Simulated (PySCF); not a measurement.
Input of a run (PBE0-D3(BJ)/def2-SVP geometry optimisation, gas phase (PySCF 2.14.0)), started from GFN2-xTB:
```
{"job": {"xc": "PBE0", "basis": "def2-SVP", "d3": "d3bj", "grid": 1, "shake": 0.01, "kind": "geom"}, "charge": 0, "multiplicity": 1}
C     -2.333580    -1.775840    -0.248120
O     -1.020440    -1.358490    -0.087950
C     -0.809050    -0.012640    -0.158760
C     -1.571190     1.075980    -0.288370
C     -0.746750     2.198330    -0.308370
C      0.525590     1.753920    -0.173220
N      0.523010     0.376000    -0.075390
Si     1.811040    -0.794970     0.069720
N      3.229160     0.153620     0.123610
H     -2.989330    -1.361670     0.561590
H     -2.758520    -1.412490    -1.205760
H     -2.348500    -2.837630    -0.214720
H     -2.701240     1.098500    -0.376120
H     -1.071360     3.230070    -0.385080
H      1.454910     2.268430    -0.150930
H      1.503950    -1.575180     1.284590
H      1.867910    -1.594770    -1.142040
H      3.293740     0.916970     0.764120
H      4.109910    -0.341060     0.047120
```

Output (energies in Eh, forces in Eh/bohr):
```
step   0  E = -669.87098946  max force = 0.087066
step   1  E = -669.88145326  max force = 0.007880
step   2  E = -669.88182447  max force = 0.009067
step   3  E = -669.88242039  max force = 0.007380
step   4  E = -669.88228102  max force = 0.010699
step   5  E = -669.88296229  max force = 0.001632
step   6  E = -669.88315291  max force = 0.001487
step   7  E = -669.88336159  max force = 0.001633
step   8  E = -669.88345452  max force = 0.001495
step   9  E = -669.88351139  max force = 0.001229
step  10  E = -669.88358607  max force = 0.001268
step  11  E = -669.88375855  max force = 0.002042
step  12  E = -669.88401008  max force = 0.003250
step  13  E = -669.88408535  max force = 0.005990
step  14  E = -669.88438087  max force = 0.002526
step  15  E = -669.88452820  max force = 0.001618
step  16  E = -669.88463678  max force = 0.001496
step  17  E = -669.88467587  max force = 0.001149
step  18  E = -669.88471505  max force = 0.000524
step  19  E = -669.88473668  max force = 0.000297
step  20  E = -669.88474093  max force = 0.000281
optimisation converged
```

Task: Summarise the run.

Result: The energy falls by 36.1 kJ/mol over 21 energy and gradient evaluations, the largest force component goes from 0.0871 to 2.8e-04 Eh/bohr, and the atoms move by 0.287 Å rms after alignment. The bond that changes most is C4–H13 (aromatic CH carbon to aromatic hydrogen), which shortens by 0.047 Å. Bonds longer at the end by more than 0.005 Å: 12 of 19; shorter: 4. Among the angles that change most is N9–Si8–H16, from 116.1° to 109.2°. Among the dihedrals that turn most is H17–Si8–N9–H19, from -54° to 42°. The energy rose by more than 1e-6 Eh at step 4. The first step brought 76 % of the lowering.

Task: What are the final bond lengths?

Result: C1–O2 1.401 Å, O2–C3 1.345 Å, C3–C4 1.378 Å, C4–C5 1.431 Å, C5–C6 1.371 Å, C6–N7 1.389 Å, N7–Si8 1.787 Å, Si8–N9 1.716 Å, C3–N7 1.368 Å, C1–H10 1.104 Å, C1–H11 1.104 Å, C1–H12 1.097 Å, C4–H13 1.087 Å, C5–H14 1.089 Å, C6–H15 1.087 Å, Si8–H16 1.487 Å, Si8–H17 1.487 Å, N9–H18 1.013 Å, N9–H19 1.013 Å. Numbering counts from 1 in the input's order; the species is `COc1cccn1[SiH2]N`.

The run used 180 basis functions and 147 SCF cycles in all.

No frequency check. One conformer, not necessarily the lowest.
